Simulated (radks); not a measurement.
Fractional charge and spin in the 6s shell of tantalum: the spin-up occupation runs from 0 to 1 and the spin-down occupation from 0 to 1; the fullest corner is Ta, [Xe] 4f14 5d(up 1.5, down 1.5) 6s(up 1, down 1). Calculated with a radial shooting solver on a logarithmic mesh with Libxc functionals: scalar-relativistic Kohn-Sham, SCAN, spin-polarised, spherical densities, finite nucleus; meta-GGA in the generalised Kohn-Sham scheme; Fermi nuclear charge, rms radius of each element as measured or else 0.836 A^(1/3) + 0.57 fm. Energy (eV) above the fullest corner. The planes named below are the two flat planes that join the four corners, with an edge along up + down = one added electron.

down \ up       0     0.5      1
0          23.758  15.356  8.331
0.5        15.356   8.803  3.563
1           8.331   3.563  0.000

Corners above the fullest one (they belong to Ta+ and the next ion): (up 1, down 0) 8.331 eV, (up 0, down 1) 8.331 eV, (up 0, down 0) 23.758 eV. With half an added electron in each spin the energy lies 0.472 eV from the planes, and with half an added electron in spin up alone -0.689 eV. The planes are only a guide here: the flat-plane condition holds for ground states with one frontier orbital, while this shell lies below other occupied shells, so the corners above the fullest one are inner-hole states and not the ground states of those ions.
